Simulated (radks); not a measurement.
Task: Successive ionisation energies (eV) of one element, from differences of total energies of ions in their ground configurations, starting at charge 0: 5.281, 13.694, 20.889, 46.430, 68.446, 112.83, 113.64, 136.19, 145.54, 174.33, 191.71, 218.39, 249.54, 295.03, 321.48, 334.16, 369.35, 405.69, 456.46, 496.29, 537.24, 579.26. All-electron calculation, scalar-relativistic Kohn-Sham, r2SCAN, spin-polarised, spherical densities, finite nucleus; open shells are filled with parallel spins first (spin-orbit coupling, left out, can overturn this in heavy ions); meta-GGA in the generalised Kohn-Sham scheme; Fermi nuclear charge, rms radius 5.37 fm. Program: a radial shooting solver on a logarithmic mesh with Libxc functionals. Which element is it?

Result: Lutetium (Z = 71). The first species listed is Lu in [Xe] 4f14 5d1 6s2, the last Lu21+ in [Kr] 4d10 4f4.
